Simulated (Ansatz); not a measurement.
Computed with Ansatz.

A structure relaxed at PBE0-D4/def2-TZVP, charge 0, multiplicity 1:

| atom | x (Å) | y (Å) | z (Å) |
| --- | --- | --- | --- |
| Cl1 | -1.033 | -1.261 | 2.227 |
| B2 | -0.612 | -0.422 | 0.783 |
| Si3 | 0.646 | 0.255 | -0.512 |
| S4 | -1.528 | 0.418 | -0.476 |
| H5 | 1.175 | -0.541 | -1.644 |
| H6 | 1.352 | 1.551 | -0.377 |

Task: Give its formula and SMILES.

Result: BClH2SSi, `ClB1[SiH2]S1`.

Task: Point group (tolerance 0.08 Å, 0.16 Å for H)?

Result: Cs.

Task: Summarise the bond lengths by kind.

Result: 1 × B–Cl 1.722 Å; 1 × B–Si 1.928 Å; 1 × B–S 1.769 Å; 1 × S–Si 2.181 Å; 2 × H–Si 1.482 Å.
